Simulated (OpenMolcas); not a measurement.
## Multiconfigurational calculation on Er+

Input:

```
&GATEWAY
Coord
1

Er 0.0 0.0 0.0
Basis=ANO-RCC-VTZP
Group=XYZ
NoMove
AngMom=0.0 0.0 0.0
AMFI
&SEWARD
* reference wave functions (RASSCF and RASSI steps not shown): 11 electrons in 7 orbitals (4f)
>>> COPY JOB001 $Project.JobIph
&CASPT2
XMultistate=30 1 2 3 4 5 6 7 8 9 10 11 12 13 14 15 16 17 18 19 20 21 22
23 24 25 26 27 28 29 30
Frozen=14 9
IPEA=0.25
Imaginary=0.1
MaxIter=60
WThr=0.0 0.3 0.05
PrWF=0.5
NoMix
>>> COPY JOB002 $Project.JobIph
&CASPT2
XMultistate=43 1 2 3 4 5 6 7 8 9 10 11 12 13 14 15 16 17 18 19 20 21 22
23 24 25 26 27 28 29 30 31 32 33 34 35 36 37 38 39 40 41 42 43
Frozen=14 9
IPEA=0.25
Imaginary=0.1
MaxIter=60
WThr=0.0 0.3 0.05
PrWF=0.5
NoMix
```

Launched by
```bash
OMP_NUM_THREADS=1 MOLCAS_MEM=2252 MOLCAS_PROJECT=a pymolcas a.inp > a.log  # once for each step of the input, in one work folder
```

Output, cut to the results:

```
--- CASPT2 ---
Orbital specifications:
      -----------------------

      Symmetry species                           1   2
                                                ag  au
      Frozen orbitals                           14   9
      Inactive orbitals                          2   3
      Active orbitals                            0   7
      Secondary orbitals                        35  34
      Deleted orbitals                           0   0
      Number of basis functions                 51  53
Type of calculation                        XMS-CASPT2
      Fock operator                              state-average
      IPEA shift                                 0.25
      Real shift                                 0.00
      Imaginary shift                            0.10
      The input orbitals will be transformed to quasi-canonical
      The input states will be rotated to diagonalize the Fock operator
Reference energy:      -13074.1146884839
      E2 (Non-variational):      -1.0237908339
      Shift correction:          -0.0007364586
      E2 (Variational):          -1.0245272924
      Total energy:          -13075.1392157764
      Residual norm:              0.0000003378
      Reference weight:           0.84894
      Contributions to the CASPT2 correlation energy
      Active & Virtual Only:         -0.4504270107
      One Inactive Excited:          -0.3454924138
      Two Inactive Excited:          -0.2278714094
Reference energy:      -13074.1146884839
      E2 (Non-variational):      -1.0240277527
      Shift correction:          -0.0007366441
      E2 (Variational):          -1.0247643969
      Total energy:          -13075.1394528808
      Residual norm:              0.0000003400
      Reference weight:           0.84891
      Contributions to the CASPT2 correlation energy
      Active & Virtual Only:         -0.4505738337
      One Inactive Excited:          -0.3455861372
      Two Inactive Excited:          -0.2278677818
::    XMS-CASPT2 Root  1     Total energy: -13075.12368162
::    XMS-CASPT2 Root  2     Total energy: -13075.12351133
::    XMS-CASPT2 Root  3     Total energy: -13075.12321230
::    XMS-CASPT2 Root  4     Total energy: -13075.12317156
::    XMS-CASPT2 Root  5     Total energy: -13075.12280218
::    XMS-CASPT2 Root  6     Total energy: -13075.12255050
::    XMS-CASPT2 Root  7     Total energy: -13075.12246408
::    XMS-CASPT2 Root  8     Total energy: -13075.12220585
::    XMS-CASPT2 Root  9     Total energy: -13075.12212395
::    XMS-CASPT2 Root 10     Total energy: -13075.12186226
::    XMS-CASPT2 Root 11     Total energy: -13075.12167111
::    XMS-CASPT2 Root 12     Total energy: -13075.12128393
::    XMS-CASPT2 Root 13     Total energy: -13075.12110745
::    XMS-CASPT2 Root 14     Total energy: -13075.05546183
::    XMS-CASPT2 Root 15     Total energy: -13075.05524222
::    XMS-CASPT2 Root 16     Total energy: -13075.05494809
::    XMS-CASPT2 Root 17     Total energy: -13075.05474017
::    XMS-CASPT2 Root 18     Total energy: -13075.05392530
::    XMS-CASPT2 Root 19     Total energy: -13075.05379254
::    XMS-CASPT2 Root 20     Total energy: -13075.05349170
::    XMS-CASPT2 Root 21     Total energy: -13075.05072821
::    XMS-CASPT2 Root 22     Total energy: -13075.01579572
::    XMS-CASPT2 Root 23     Total energy: -13075.01533208
::    XMS-CASPT2 Root 24     Total energy: -13075.01513401
::    XMS-CASPT2 Root 25     Total energy: -13075.01484070
::    XMS-CASPT2 Root 26     Total energy: -13075.01447608
::    XMS-CASPT2 Root 27     Total energy: -13075.01419383
::    XMS-CASPT2 Root 28     Total energy: -13075.01348131
::    XMS-CASPT2 Root 29     Total energy: -13075.01282295
::    XMS-CASPT2 Root 30     Total energy: -13075.01262445
--- CASPT2 ---
Orbital specifications:
      -----------------------

      Symmetry species                           1   2
                                                ag  au
      Frozen orbitals                           14   9
      Inactive orbitals                          2   3
      Active orbitals                            0   7
      Secondary orbitals                        35  34
      Deleted orbitals                           0   0
      Number of basis functions                 51  53
Type of calculation                        XMS-CASPT2
      Fock operator                              state-average
      IPEA shift                                 0.25
      Real shift                                 0.00
      Imaginary shift                            0.10
      The input orbitals will be transformed to quasi-canonical
      The input states will be rotated to diagonalize the Fock operator
Reference energy:      -13074.0327958163
      E2 (Non-variational):      -1.0176245809
      Shift correction:          -0.0007242742
      E2 (Variational):          -1.0183488551
      Total energy:          -13075.0511446714
      Residual norm:              0.0000001549
      Reference weight:           0.85050
      Contributions to the CASPT2 correlation energy
      Active & Virtual Only:         -0.4472863342
      One Inactive Excited:          -0.3425120347
      Two Inactive Excited:          -0.2278262120
Reference energy:      -13074.0327958163
      E2 (Non-variational):      -1.0159473920
      Shift correction:          -0.0007203089
      E2 (Variational):          -1.0166677009
      Total energy:          -13075.0494635172
      Residual norm:              0.0000001534
      Reference weight:           0.85095
      Contributions to the CASPT2 correlation energy
      Active & Virtual Only:         -0.4460812689
      One Inactive Excited:          -0.3420989451
      Two Inactive Excited:          -0.2277671779
::    XMS-CASPT2 Root  1     Total energy: -13075.04744641
::    XMS-CASPT2 Root  2     Total energy: -13075.04724648
::    XMS-CASPT2 Root  3     Total energy: -13075.04721081
::    XMS-CASPT2 Root  4     Total energy: -13075.04712283
...
```

In XMS-CASPT2 the single-state energies belong to rotated reference states; over a whole degenerate manifold the rotation is arbitrary, and only the multistate roots count.

Levels above the lowest, from the spin-orbit matrix with the multistate effective Hamiltonian, averaged by term, added to it:

| Configuration | Term | J | E (cm⁻¹) | g | Term weight % | Second |
| --- | --- | --- | --- | --- | --- | --- |
| 4f¹¹ 6s² | ⁴I° | 15/2 | 0.0 | 1.197 | 98 | 2 ²K° |
| 4f¹¹ 6s² | ⁴I° | 13/2 | 6610 | 1.107 | 99 |  |
| 4f¹¹ 6s² | ⁴I° | 11/2 | 10560 | 0.983 | 86 | 13 ²H° |
| 4f¹¹ 6s² | ⁴I° | 9/2 | 12880 | 0.844 | 63 | 21 ²H° |
| 4f¹¹ 6s² | ⁴F° | 9/2 | 16400 | 1.185 | 64 | 18 ⁴I° |
| 4f¹¹ 6s² | ⁴S° | 3/2 | 20760 | 1.666 | 67 | 17 ²P° |
| 4f¹¹ 6s² | ²H° | 11/2 | 21060 | 1.120 | 63 | 24 ⁴G° |
| 4f¹¹ 6s² | ⁴F° | 7/2 | 22080 | 1.207 | 91 | 9 ²G° |
| 4f¹¹ 6s² | ⁴F° | 5/2 | 24240 | 1.047 | 89 | 11 ²D° |
| 4f¹¹ 6s² | ⁴F° | 3/2 | 24260 | 0.772 | 63 | 19 ⁴S° |
| 4f¹¹ 6s² | ²G° | 9/2 | 25970 | 1.057 | 33 | 29 ²H° |
| 4f¹¹ 6s² | ⁴G° | 11/2 | 28970 | 1.226 | 75 | 24 ²H° |
| 4f¹¹ 6s² | ⁴G° | 9/2 | 30020 | 1.123 | 80 | 13 ²H° |
| 4f¹¹ 6s² | ²G° | 7/2 | 31070 | 0.943 | 64 | 28 ⁴G° |
| 4f¹¹ 6s² | ²K° | 15/2 | 31280 | 1.070 | 98 | 2 ⁴I° |
| 4f¹¹ 6s² | ²P° | 3/2 | 34850 | 1.060 | 40 | 25 ²D° |

CASPT2 breaks the degeneracy within a term, and the mean is taken; among the terms shown or strongly mixed into the levels shown the widest spread is 690 cm-1 (4f¹¹ 6s² ⁴G°). High states are left out of the spin-orbit mixing, which shifts the levels that they would mix with. The free ion's ground configuration, as NIST lists it, lies outside this active space, so the lowest level here need not be the ground level. With the s shell closed, the reference lacks s² → p² mixing. The CASPT2 spread within a term exceeds the gap to the next term for 4f¹¹ 6s² ²D° and 4f¹¹ 6s² ²P°, so the order of their levels is uncertain. Only configurations of the active space appear. The first state left out of the spin-orbit step lies near 44000 cm-1 above the lowest spin-free state of the reference (among the parities and spins computed), and the list stops at four fifths of that energy or lower.

The term weight is that of the spin-free term in the level, not the purity of its configuration. ° marks odd parity.
